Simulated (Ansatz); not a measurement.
BH9Si3 can be A, `B[SiH2][SiH2][SiH3]`, or B, `[SiH3]B[SiH2][SiH3]`.

Calculated with Ansatz (gas phase, PBE0-D4/def2-TZVP geometries, no zero-point term in ΔE). CCSD(T)/CBS is the MP2 limit (def2-TZVPP, def2-QZVPP) plus CCSD(T) − MP2 in def2-TZVPP, frozen cores. Functionals use def2-TZVPP. One conformer a species, not always the lowest.

Q: Which isomer does CCSD(T)/CBS put lower? Give the gap. (An estimate is asked.)

A: Ansatz gave: A, by 15.7 kJ/mol.

Q: Give E(B) − E(A) in kJ/mol with HF/def2-TZVPP, PBE-D4, r2SCAN-D4, PBE0-D4, MP2/def2-TZVPP, ωB97M-V, CCSD(T)/def2-TZVPP. (Estimate.)

A: Computed: HF/def2-TZVPP 17.2, PBE-D4 14.7, r2SCAN-D4 14.2, PBE0-D4 16.8, MP2/def2-TZVPP 16.7, ωB97M-V 14.1, CCSD(T)/def2-TZVPP 15.0. None reverses the order clearly.

Largest T1 diagnostic: 0.015.
